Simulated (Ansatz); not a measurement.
Two members of one family (Series SbH2X), computed with Ansatz in the gas phase; def2 core potentials for Sb, no spin–orbit coupling. A negative affinity means that the extra electron isn't bound at that geometry and level; within about 0.2 eV of zero the sign isn't settled. Binding counts from free atoms in the multiplicity of their measured ground term, without zero-point energy. A dash marks a value that wasn't run or was left out as unsound. The structures are stationary points that may keep the symmetry of their start. Remarks come from the PBE and PBE0 runs and from stability tests at other levels; not every state was tested. A HOMO above zero means that the electron is unbound at that level and held by the basis, or that self-interaction error raises the level; the energy of removing that electron tells which.

First: SbH2Cl (singlet, charge 0, PBE0-D4/def2-TZVP geometry).

```csv
atom,x (Å),y (Å),z (Å)
Sb1,0.4056,-0.4507,-0.5161
H2,0.8483,1.1941,-0.3424
H3,0.6500,-0.7039,1.1599
Cl4,-1.9039,-0.0395,-0.3014
```

```
                 level  HOMO (eV)  LUMO (eV)  gap (eV)  vertical EA (eV)  binding per atom (eV)
     PBE-D4/def2-TZVPD      -6.62      -2.57      4.05              0.13                   2.24
  r2SCAN-D4/def2-TZVPD      -6.89      -2.34      4.55              0.11                   2.20
    PBE0-D4/def2-TZVPD      -7.72      -1.79      5.94              0.11                   2.18
CAM-B3LYP-D4/def2-TZVP      -8.95      -0.71      8.24                 –                   2.22
     ωB97X-V/def2-TZVP      -9.91       0.31     10.22                 –                   2.27
```

Remarks: HOMO above zero (-1 doublet).

Second: SbH2Me (singlet, charge 0, PBE0-D4/def2-TZVP geometry).

```xyz
7

Sb    0.972   -0.899   -0.441
H    -0.343   -1.697   -1.189
H     1.126    0.171   -1.768
C    -0.286    0.440    0.697
H    -0.741   -0.119    1.515
H    -1.062    0.873    0.071
H     0.335    1.232    1.115
```

Question: Estimate the same table for the second.

Answer: 
```tsv
level	HOMO (eV)	LUMO (eV)	gap (eV)	vertical EA (eV)	binding per atom (eV)
PBE-D4/def2-TZVPD	-6.04	-1.10	4.93	-0.79	3.09
r2SCAN-D4/def2-TZVPD	-6.27	-0.73	5.54	-0.89	3.05
PBE0-D4/def2-TZVPD	-7.04	-0.41	6.63	-0.89	3.05
CAM-B3LYP-D4/def2-TZVP	-8.30	0.65	8.95	–	3.09
ωB97X-V/def2-TZVP	-9.23	1.63	10.86	–	3.09
```

Remarks: HOMO above zero (-1 doublet).
